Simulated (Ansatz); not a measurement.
Coupled-cluster diagnostics for Ga₂Te₃, Ansatz.

Geometry of the singlet (r2SCAN-D4/def2-SVP):

```xyz
5

Ga    0.1640    0.6941   -0.6143
Ga    0.1257   -0.5337    2.1665
Te    0.9255    1.9847    1.3158
Te   -0.5405   -0.3619   -2.7398
Te   -0.6746   -1.7832   -0.1281
```

In the def2 sets Te takes a core potential; there is no spin–orbit coupling. Correlated methods freeze 30 core orbitals; core or outer-core shells of Ga, Te are correlated, in sets that lack core-valence functions. The structure comes from a short search, and lower isomers may exist.

**Question.** Estimate the CCSD(T) correlation energy, the shares of MP2 and (T), T1 and the reference's ⟨S²⟩ for: charge 0, singlet, own geometry in def2-SVP; and the rough time on 4 threads of AMD EPYC 7B13 on a shared host.

**Answer.** 
```tsv
state	basis	correlation (eV)	MP2 share (%)	(T) share (%)	T1	⟨S²⟩ (pure)	wall time	remarks
charge 0, singlet, own geometry	def2-SVP	-21.613	96.1	4.7	0.015	0.00 (0.00)	37 s	restricted SCF unstable
```
Customary marks for T1 are 0.02 (closed shells), 0.045 (open shells) and about 0.05 (3d metals). T1 stays under 0.02 throughout.
